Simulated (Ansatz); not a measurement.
# Which is lower?

The two ends of one reaction step of GaNH4Cl2, closed shell (PBE0-D4/def2-TZVP).

A:

Ga1  (-0.282, 0.459, -0.679)
N2  (1.377, 0.363, 0.004)
Cl3  (-0.913, -0.894, -2.192)
Cl4  (-1.660, 1.918, 0.022)
H5  (-0.824, -1.365, 1.456)
H6  (-1.540, -1.385, 1.239)
H7  (2.092, -0.193, -0.433)
H8  (1.750, 1.096, 0.582)
(Å)

B:

Ga1  (-1.039, -0.108, -0.213)
N2  (0.971, -0.048, 0.388)
Cl3  (-0.665, -0.760, -2.260)
Cl4  (-1.407, 2.035, -0.060)
H5  (1.198, -0.621, 1.193)
H6  (-1.793, -1.068, 0.751)
H7  (1.536, -0.350, -0.400)
H8  (1.199, 0.919, 0.600)
(Å)

Program: Ansatz 0.2.0. Basis: def2-TZVPP. Cores are frozen in the correlated methods. Filled d shells of the heavier atoms are correlated. The def2 sets are not built for correlating such inner shells, so the correlated values are less sure here. B3LYP uses VWN-RPA correlation.

(1) Which structure is lower at CCSD(T), and by how much? (Judge from chemistry; the value comes from the calculation.)

No T1 diagnostic of these runs exceeds 0.012.

## Answers

(1) Computed: B, by 100.7 kJ/mol (electronic energy, against the other). By their contacts, A is a complex of GaNH₂Cl₂ ([NH2][Ga]([Cl])[Cl]) + H₂ and B is GaNH₄Cl₂ ([NH3][GaH]([Cl])[Cl]).

All methods give the same order:

```csv
method,E(B) − E(A) (kJ/mol)
SPW92,-119.9
PBE-D4,-99.6
BLYP-D4,-90.9
r2SCAN-D4,-104.1
B97M-V,-112.4
PBE0-D4,-107.8
B3LYP-D4,-99.1
r2SCAN0-D4,-109.5
BHLYP-D4,-108.1
CAM-B3LYP-D4,-104.4
wB97X-V,-104.1
wB97M-V,-104.4
B2PLYP,-97.2
PBE-QIDH,-107.8
RPA on PBE,-96.2
HF,-106.0
MP2,-96.1
CCSD,-103.0
CCSD(T),-100.7
```

Labels in which every atom is bracketed show which atoms are joined, not bond orders.

For scale, one of the runs: CCSD(T)/def2-TZVPP, 219 basis functions, launched by `ansatz run in.yaml --threads 4 --pin off --events-out ev --progress --plain --max-ram 9574MiB`. Hardware: 4 CPU threads of an AMD EPYC 9R45, shared host. Wall time 34 s; peak host memory 3.2 GiB.
